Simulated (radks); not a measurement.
Task: Species: Ba III. Configuration: [Xe]. Calculated with a radial shooting solver on a logarithmic mesh with Libxc functionals: scalar-relativistic Kohn-Sham, LDA (Slater exchange, VWN5 correlation), spin-polarised, spherical densities, finite nucleus; Fermi nuclear charge, rms radius 4.8378 fm; hard spherical wall at 20 bohr. Some entries of the table are withheld. Estimate them.

orbital,occ.,eigenvalue (hartree),<1/r> (bohr^-1),<r^2> (bohr^2)
1s,2,-1368.168,60.64,0.0008899
2s,2,(1),13.95,0.01423
2p,6,-194.4717,13.27,0.01130
3s,2,(2),5.035,0.09768
3p,6,-38.96389,4.780,0.09766
3d,10,-28.58199,(3),0.08399
4s,2,-9.40263,(4),0.5132
4p,6,-7.10131,1.921,0.5832
4d,10,(5),1.655,0.7453
5s,2,-1.69882,0.8113,2.979
5p,6,-1.14209,0.6890,4.049
5d,0,-0.47858,0.4593,8.871
6s,0,-0.45404,0.3321,(6)
4f,0,-0.39137,0.9647,2.984

Result: 
(1) 2s eigenvalue (hartree): -216.6882
(2) 3s eigenvalue (hartree): -46.08900
(3) 3d <1/r> (bohr^-1): 4.533
(4) 4s <1/r> (bohr^-1): 2.086
(5) 4d eigenvalue (hartree): -3.75792
(6) 6s <r^2> (bohr^2): 16.64
